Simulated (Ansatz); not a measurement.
Saddle point of SnSiH$_{8}$O, closed shell (SnSiH₆ ([SiH3][SnH3]) + H₂O → SnH₄O ([OH][SnH3]) + SiH₄; bonds formed: Sn1–O7, Si2–H6; bonds broken: Sn1–Si2, H6–O7), PBE0-D4/def2-TZVP structure:

```csv
atom,x (Å),y (Å),z (Å)
Sn1,-0.7429,-1.3321,-0.2226
Si2,0.1407,1.7145,0.0049
H3,-0.6117,-3.0179,0.0580
H4,-1.7763,-0.6597,0.9478
H5,-1.0801,-1.0098,-1.8498
H6,1.1232,0.0251,0.1242
O7,1.3622,-1.0922,0.0675
H8,-0.1269,2.2574,1.3757
H9,1.1011,2.6654,-0.6394
H10,-1.1501,1.9066,-0.7370
H11,1.7608,-1.4575,0.8707
```

Energies are electronic, without zero-point energy. Barriers and step energies count from the start structure reached by relaxing down the imaginary mode; all methods use the PBE0-D4 structures, on which another method's saddle can fall below an end. Computed with Ansatz 0.2.0 (basis: def2-TZVPP, with def2-QZVPP for the basis limit); correlated methods freeze the cores. Filled d shells of the heavier atoms are correlated. Core potentials replace the inner electrons of the atoms past krypton. The def2 sets are not built for correlating such inner shells, so the correlated values are less sure here. B3LYP uses VWN-RPA correlation. Extrapolation: Hartree–Fock as exp(−7.88 √X), correlation as X^−2.97.

| method | barrier (kJ/mol) | step energy (kJ/mol) |
| --- | --- | --- |
| SPW92 | ? | 43.8 |
| PBE-D4 | 155.9 | 32.9 |
| BLYP-D4 | 163.5 | 17.5 |
| r2SCAN-D4 | 170.3 | 25.4 |
| B97M-V | 175.6 | 19.1 |
| PBE0-D4 | 177.7 | 35.2 |
| B3LYP-D4 | 180.9 | 20.9 |
| r2SCAN0-D4 | 186.6 | 30.2 |
| BHLYP-D4 | 204.1 | 21.6 |
| CAM-B3LYP-D4 | 188.3 | 17.2 |
| wB97X-V | ? | 20.0 |
| wB97M-V | 188.6 | 24.5 |
| B2PLYP | 188.8 | 16.7 |
| PBE-QIDH | 193.5 | 29.6 |
| RPA on PBE | ? | 14.3 |
| HF | 246.0 | 6.2 |
| MP2 | 195.6 | 21.9 |
| CCSD | 206.7 | 21.7 |
| CCSD(T) | 195.2 | 22.3 |

Question: Fill in the withheld barriers. (To be estimated.)

Answer: The calculation gives: RPA on PBE 191.3; SPW92 135.4; wB97X-V 192.9 kJ/mol. Each is the energy of the saddle less that of the start structure, by the same method.

For comparison, the barrier by CCSD(T) at an estimated basis limit (MP2 extrapolated from triple and quadruple zeta, plus CCSD(T) − MP2 in triple zeta) is 191.1 kJ/mol.

The T1 diagnostic stays at or below 0.015.

Labels in which every atom is bracketed show which atoms are joined, not bond orders.

For scale, one of the runs: CCSD(T)/def2-TZVPP, 235 basis functions, launched by `ansatz run in.yaml --threads 4 --pin off --events-out ev --progress --plain --max-ram 9574MiB`. The run took 2.3 min on 4 CPU threads of an Arm Neoverse V1 (shared host), with 4.5 GiB of host memory at its peak.
